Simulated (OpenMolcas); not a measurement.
An OpenMolcas run meant for neutral niobium (ANO-R3, X2C; inactive shells 1s 2s 2p 3s 3p 3d 4s 4p; intended active space 5 electrons in 6 orbitals (4d 5s)). One step of its input:

```
&RASSCF
FileOrb=start.orb
Symmetry=1
Spin=6
nActEl=5 0 0
Inactive=9 9
Ras2=6 0
CIRoot=8 8 1
SDav=6
CIMx=300
Iter=56 100
PrWF=0.3
OrbListing=Nothing
MaxOrb=0
Atom
CIOnly
>>> COPY $Project.JobIph JOB001
```

Lines from the output:

```
...
      Number of secondary orbitals              82
      Spin quantum number                      2.5
      State symmetry                             1
Orbital specifications:
      -----------------------

      Symmetry species                           1   2
                                                ag  au
      Frozen orbitals                            0   0
      Inactive orbitals                          9   9
      Active orbitals                            6   0
      RAS1 orbitals                              0   0
      RAS2 orbitals                              6   0
      RAS3 orbitals                              0   0
      Secondary orbitals                        41  41
      Deleted orbitals                           0   0
      Number of basis functions                 56  50
      Number of CSFs                             6
      Number of root(s) required                 8
 ************ ERROR ***********
  You can't ask for more roots
  than there are configurations
 ******************************
--- Stop Module: rasscf at  /rc=_RC_INPUT_ERROR_ ---
.####################.
.# User input error #.
.####################.
```

Q: What is wrong with the input?

A: CIRoot asks for more roots than the active space has configuration state functions.
